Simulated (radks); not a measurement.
Fe24+, 2 electrons, occupied as [He].

Calculated with a radial shooting solver on a logarithmic mesh with Libxc functionals: scalar-relativistic Kohn-Sham, exchange-only LDA, spin-polarised, spherical densities, point nucleus.

Energy parts (eV):
total: -18055.944
kinetic: 18383.447
electron-nucleus: -36942.721
Hartree: 881.876
exchange: -378.546

Orbitals (lengths in bohr, moments of r in powers of bohr; <r^-3> diverges for s and p1/2):
| orbital | occ. | eigenvalue (eV) | <r^-3> | <r^2> |
|---|---|---|---|---|
| 1s | 2 | -8650.125 | - | 0.004508 |
| 2s | 0 | -2066.497 | - | 0.06598 |
| 2p | 0 | -2018.914 | 662.7 | 0.04892 |

The highest occupied level is 1s at -8650.1 eV. The density falls to 0.001 e/bohr^3 at r = 0.32 bohr.
